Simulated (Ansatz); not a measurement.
Basis sets compared for `Sc1cnc(-c2cnc(-c3cnc(S)nc3)nc2)nc1`. The state is a singlet with charge 0. Geometry PBE-D4/def2-SVP. Ansatz on 2 threads of AMD EPYC 7R13 on a shared host and a share (18 GiB) of an NVIDIA H100 80GB HBM3; times are rough, and most runs start from earlier orbitals.

```xyz
28

S    -2.912   -1.552    6.271
C    -2.152   -1.131    4.739
C    -0.879   -0.528    4.610
N    -0.344   -0.232    3.428
C    -1.065   -0.529    2.324
C    -0.470   -0.212    1.014
C     0.797    0.399    0.887
N     1.345    0.680   -0.295
C     0.630    0.352   -1.396
C     1.233    0.649   -2.707
C     0.580    0.339   -3.921
N     1.117    0.599   -5.116
C     2.333    1.181   -5.100
S     3.100    1.550   -6.648
N     3.057    1.525   -4.018
C     2.502    1.257   -2.834
N    -0.592   -0.227   -1.392
C    -1.128   -0.501   -0.202
N    -2.289   -1.099    2.335
C    -2.822   -1.393    3.520
H    -1.890   -1.111    7.058
H    -0.281   -0.283    5.508
H     1.368    0.659    1.796
H    -0.415   -0.137   -3.896
H     2.060    1.052   -7.374
H     3.068    1.526   -1.926
H    -2.125   -0.974   -0.181
H    -3.824   -1.858    3.518
```

Single mean-field runs in def2-TZVP are fitted with def2-universal-jkfit.

Binding counts from free atoms (S triplet, C triplet, N quartet, H doublet) in the same basis, without a counterpoise term.

```csv
level,functions,energy (Eh),HOMO (eV),LUMO (eV),binding per atom (eV),wall time
PBE-D4/def2-SVP,328,-1584.9540,-5.62,-3.14,5.39,22 s
PBE0-D4/def2-SVP,328,-1585.0294,-6.59,-2.49,5.20,19 s
```

**Question.** Estimate the rows for PBE-D4/def2-TZVP, PBE0-D4/def2-TZVP (with forces).

**Answer.** 
| level | functions | energy (Eh) | HOMO (eV) | LUMO (eV) | binding per atom (eV) | wall time |
| --- | --- | --- | --- | --- | --- | --- |
| PBE-D4/def2-TZVP | 680 | -1586.0756 | -5.74 | -3.25 | 5.30 | 22 s |
| PBE0-D4/def2-TZVP (with forces) | 680 | -1586.1459 | -6.63 | -2.53 | 5.11 | 11 s |
